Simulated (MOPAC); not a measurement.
Input for MOPAC: PM7 on AlO, 2S+1 = 2, a spin state set in the input, which need not be the lowest, a point of a bond scan (R = 1.545 Å).

```
PM7 1SCF PRECISE CHARGE=0 UHF MS=0.5 THREADS=1
AlO

O      0.00000000 1     0.00000000 1     0.00000000 1
Al     0.00000000 1     0.00000000 1     1.54537000 1
```

Output:

```
*******************************************************************************
 **                                                                           **
 **                              MOPAC v23.2.5                                **
 **                                                                           **
 *******************************************************************************
 ** MOPAC's Digital Object Identifier: https://doi.org/10.5281/zenodo.6511958 **
 **                                                                           **
 ** Please cite the open-source release paper for use of this MOPAC version:  **
 ** J. E. Moussa and J. J. P. Stewart (2026)                                  **
 ** MOPAC: An open-source semiempirical molecular orbital program             **
 ** J. Open Source Softw., 11(119), 8025, https://doi.org/10.21105/joss.08025 **
 *******************************************************************************

                              PM7 CALCULATION RESULTS

 *******************************************************************************
 *  PM7        - The PM7 Hamiltonian to be used
 *  UHF        - UNRESTRICTED HARTREE-FOCK CALCULATION
 *
 *
 *
 *                 CHARGE ON SYSTEM = 0
 *
 *
 *
 *  MS=        - IN MECI, MAGNETIC COMPONENT OF SPIN =  0.5
 *  PRECISE    - TIGHTER CRITERIA TO BE USED
 *  1SCF       - DO 1 SCF AND THEN STOP
 *  THREADS=1  - MULTI-THREADING NOT USED
 *  T=         - A TIME OF 172800.0 SECONDS REQUESTED
 *  DUMP=N     - RESTART FILE WRITTEN EVERY 7200.0 SECONDS REQUESTED
 *******************************************************************************
PM7 1SCF PRECISE CHARGE=0 UHF MS=0.5 THREADS=1
 AlO

   ATOM   CHEMICAL          X               Y               Z
  NUMBER   SYMBOL      (ANGSTROMS)     (ANGSTROMS)     (ANGSTROMS)

     1       O          0.00000000  *   0.00000000  *   0.00000000  *
     2      Al          0.00000000  *   0.00000000  *   1.54537000  *



          CARTESIAN COORDINATES

    NO.       ATOM           X           Y           Z

     1         O          0.0000      0.0000      0.0000
     2        Al          0.0000      0.0000      1.5454

 General Reference for PM7:
 "Optimization of Parameters for Semiempirical Methods VI: More Modifications to the
 NDDO Approximations and Re-optimization of Parameters", J. J. P. Stewart, J. Mol. Mod., 1:32, 19 (2013)
 https://link.springer.com/article/10.1007/s00894-012-1667-x

           Empirical Formula: O Al  =     2 atoms



      MOLECULAR POINT GROUP   :   C*v


          UHF CALCULATION, NO. OF ALPHA ELECTRONS =    5
                           NO. OF BETA  ELECTRONS =    4

 -------------------------------------------------------------------------------
 PM7 1SCF PRECISE CHARGE=0 UHF MS=0.5 THREADS=1
 AlO



     1SCF WAS SPECIFIED, SO BFGS WAS NOT USED
     SCF FIELD WAS ACHIEVED


                              PM7 CALCULATION
                                                       MOPAC v23.2.5 Linux




          FINAL HEAT OF FORMATION =         31.03521 KCAL/MOL =     129.85132 KJ/MOL


          COSMO AREA              =         78.40 SQUARE ANGSTROMS
          COSMO VOLUME            =         64.23 CUBIC ANGSTROMS

          IONIZATION POTENTIAL    =         10.841626 EV
          ALPHA SOMO LUMO (EV)    =        -10.842 -1.260
          BETA  SOMO LUMO (EV)    =        -11.000 -1.323
          NO. OF ALPHA ELECTRONS  =          5
          NO. OF BETA  ELECTRONS  =          4
          MOLECULAR WEIGHT        =         42.9809         POINT GROUP:  C*v

          MOLECULAR DIMENSIONS (Angstroms)

            Atom       Atom       Distance
           Al     2    O     1     1.54537
           Al     2    O     1     0.00000
            O     1   Al     2     0.00000


          SCF CALCULATIONS        =          1





   ATOM   CHEMICAL          X               Y               Z
  NUMBER   SYMBOL      (ANGSTROMS)     (ANGSTROMS)     (ANGSTROMS)

     1       O          0.00000000  *   0.00000000  *   0.00000000  *
     2      Al          0.00000000  *   0.00000000  *   1.54537000  *

                             CARTESIAN COORDINATES

   1    O        0.000000000     0.000000000     0.000000000
   2   Al        0.000000000     0.000000000     1.545370000


           Empirical Formula: O Al  =     2 atoms



      MOLECULAR POINT GROUP   :   C*v


          ALPHA EIGENVALUES
 -28.39085 -13.09992 -13.09992 -12.00380 -10.84163  -1.26002  -1.26002   1.66995
  15.23967  15.23967  17.45218  17.45218  19.76313


           BETA EIGENVALUES
 -28.45721 -13.12390 -13.12390 -10.99983  -1.32347  -0.31863  -0.31863   1.90545
  16.15486  16.15486  18.60981  18.60981  21.08823


              NET ATOMIC CHARGES AND DIPOLE CONTRIBUTIONS

  ATOM NO.   TYPE          CHARGE      No. of ELECS.   s-Pop       p-Pop       d-Pop
    1          O          -0.293775        6.2938     1.74674     4.54704
    2         Al           0.293775        2.7062     0.74686     1.46778     0.49158
 DIPOLE           X         Y         Z       TOTAL
 POINT-CHG.     0.000     0.000     2.181     2.181
 HYBRID         0.000     0.000     1.528     1.528
 SUM            0.000     0.000     3.709     3.709


          ATOMIC ORBITAL ELECTRON POPULATIONS

     Atom    s        px        py        pz      x^2-y^2     xz        z^2       yz        xy
    1  O   1.74674   1.42890   1.42890   1.68924
    2 Al   0.74686   0.40534   0.40534   0.65711   0.00000   0.16577   0.16005   0.16577   0.00000


                    (SZ)    =    0.500000
                    (S**2)  =    0.751412


          ATOMIC ORBITAL SPIN POPULATIONS

    Atom   Total    s     px     py     pz   x^2-y^2  xz     z^2    yz     xy
         Atomic
    1  O -0.0269 -0.001 -0.017 -0.017  0.008
    2 Al  1.0269  0.629  0.018  0.018  0.353  0.000 -0.001  0.012 -0.001  0.000

 **********************
 *                    *
 * JOB ENDED NORMALLY *
 *                    *
 **********************




 == MOPAC DONE ==
```

The run finished.

Cost: very roughly 0.010 core-seconds.
